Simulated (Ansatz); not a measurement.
`O[C]1(S)[NH][GeH2]1`. Total charge 0; spin multiplicity 1. The structure was optimised at the PBE0-D4/def2-TZVP level. It is one conformer, not always the lowest.

```xyz
10

O    -1.294   -0.759    0.546
C    -0.025   -0.395    0.127
S     1.055   -1.790   -0.231
N     0.686    0.598    0.909
Ge    0.130    1.328   -0.742
H    -1.193   -1.507    1.151
H     0.267   -2.332   -1.175
H     0.147    0.867    1.726
H     1.299    1.724   -1.635
H    -1.072    2.266   -0.677
```

Question: What is the dipole moment at ωB97M-V/def2-TZVPP? (Best estimate.)

Answer: Ansatz gave: 1.45 D, with components (-1.27, 0.55, -0.46) D in this frame, pointing from negative to positive charge.

Question: And with PBE, r2SCAN, B3LYP? (Best estimate.)

Answer: Ansatz gave: PBE 1.31 D, r2SCAN 1.37 D, B3LYP 1.37 D.

Question: Give the Mulliken charges with ωB97M-V, r2SCAN, B3LYP in def2-TZVPP. (An estimate is asked.)

Answer: Ansatz gave: 
```tsv
atom	ωB97M-V	r2SCAN	B3LYP
O1	-0.29	-0.32	-0.31
C2	0.07	0.20	0.17
S3	-0.12	-0.16	-0.15
N4	-0.34	-0.38	-0.35
Ge5	0.19	0.20	0.19
H6	0.17	0.20	0.18
H7	0.11	0.10	0.10
H8	0.11	0.15	0.13
H9	0.05	0.01	0.02
H10	0.04	0.01	0.02
```

B3LYP here is the variant with VWN-RPA as its local correlation; programs differ in this.
